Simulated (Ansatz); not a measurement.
Reaction (formal exchange of groups at the Si–C bond): `O[SiH](I)CF` + `CC#CNC` → `C[SiH](O)I` + `CNC#CCF`

Calculated with Ansatz (gas phase, PBE0-D4/def2-TZVP geometries, no zero-point term in ΔE). CCSD(T)/CBS adds triple-zeta CCSD(T) − MP2 to the extrapolated MP2 energy (def2 sets, frozen cores). Functionals use def2-TZVPP. B3LYP here is the variant with VWN-RPA as its local correlation; programs differ in this. Elements past krypton have def2 core potentials. For I outer-core shells are correlated without core-valence functions, which leaves a few kJ/mol of doubt a bond. One conformer a species, not always the lowest.

(1) Is it downhill or uphill in electronic energy at CCSD(T)/CBS, and by how much? (Best estimate.)

(2) What do these levels give: PBE-D4, r2SCAN-D4, B3LYP-D4, ωB97X-V, ωB97M-V, B2PLYP, PBE0, MP2/def2-TZVPP, HF/def2-QZVPP, SCS-MP2/def2-QZVPP, HF/CBS(def2), MP2/CBS(def2)? (Best estimate.)

Largest T1 diagnostic among the species: 0.012.

Answers

(1) Ansatz gave: Downhill: ΔE = -0.33 eV.

(2) The calculation gave: PBE-D4 -0.36, r2SCAN-D4 -0.39, B3LYP-D4 -0.35, ωB97X-V -0.34, ωB97M-V -0.35, B2PLYP -0.36, PBE0 -0.37, MP2/def2-TZVPP -0.36, HF/def2-QZVPP -0.33, SCS-MP2/def2-QZVPP -0.33, HF/CBS(def2) -0.33, MP2/CBS(def2) -0.35 eV.
